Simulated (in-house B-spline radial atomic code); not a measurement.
## PBE excitations of Sn4+

Method: PBE. Computed with a B-spline radial code for spherical atoms: linear response of the closed shell [Kr] 4d10 with the functional's adiabatic kernel; scalar-relativistic (spin-free one-electron X2C), finite nucleus, no spin-orbit coupling, no double excitations, S, P, D and F terms only; shells from n = 2 respond. Only terms of natural parity with L up to 3 were computed.

Command:
```bash
python run_td.py task.json out
```
Settings (radii: box in bohr, nucleus in fm):
```
Z                        50
electrons                46
configuration            [Kr] 4d10
hamiltonian              x2c
method                   pbe,pbe
box_radius               19.1
rms_radius               4.6519
intervals                71
```

Run time, properties included: 3.8 s on 1 thread of Arm Neoverse N1 (shared host).

The lowest states, in the order of their Tamm-Dancoff energies; the method's threshold (minus the highest occupied level) is 67.66 eV. Labels give the largest channel, * marks a mixed state, and oscillator strengths are full-response dipole values. Semilocal kernels can invert the small singlet-triplet splittings of Rydberg terms. Energies in eV:

| state | full response | Tamm-Dancoff | oscillator strength |
| --- | --- | --- | --- |
| 4d → 5s 3D | 20.852 | 20.872 | - |
| 4d → 5s 1D | 21.616 | 21.629 | - |
| 4d → 5p 3P | 30.70 | 30.72 | - |
| 4d → 5p 3F | 30.87 | 30.88 | - |
| 4d → 5p 1F | 31.28 | 31.28 | - |
| 4d → 5p 1P | 32.23 | 32.30 | 0.87 |
| 4d → 5d 3S | 43.84 | 43.86 | - |
| 4d → 5d 3D | 44.41 | 44.42 | - |
| 4d → 5d 1D | 44.77 | 44.79 | - |
| 4d → 6s 3D | 46.73 | 46.73 | - |
| 4d → 6s 1D | 46.90 | 46.90 | - |
| 4d → 5d 1S | ? | ? | - |
| 4d → 4f 3P | 49.19 | 49.21 | - |
| 4d → 4f 3F | 49.60 | 49.62 | - |
| 4d → 6p 3P | 50.21 | 50.21 | - |
| 4d → 4f 1F | 50.22 | 50.23 | - |
| 4d → 6p 3F | 50.26 | 50.27 | - |
| 4d → 6p 1F | ? | ? | - |
| 4d → 6p 1P | 50.47 | 50.49 | 3.37e-05 |
| 4d → 4f 1P | 52.06 | 52.22 | 1.71 |
| 4d → 6d 3S | 55.00 | 55.00 | - |
| 4d → 6d 3D | 55.16 | 55.16 | - |

(1) Where does 4d → 5d 1S lie?

(2) Where does 4d → 6p 1F lie?

(3) How large is the singlet-triplet splitting of 4d → 5s (D terms) in Tamm-Dancoff?

(4) What polarisabilities and dispersion coefficient does the method give?

## Answers

(1) At 47.26 eV in full response, 47.59 eV in Tamm-Dancoff.

(2) At 50.37 eV in full response, 50.37 eV in Tamm-Dancoff.

(3) 0.757 eV, from the unrounded values.

(4) Dipole 2.421 bohr³, quadrupole 5.228 bohr⁵, C6 9.416 hartree·bohr⁶ for two such species.
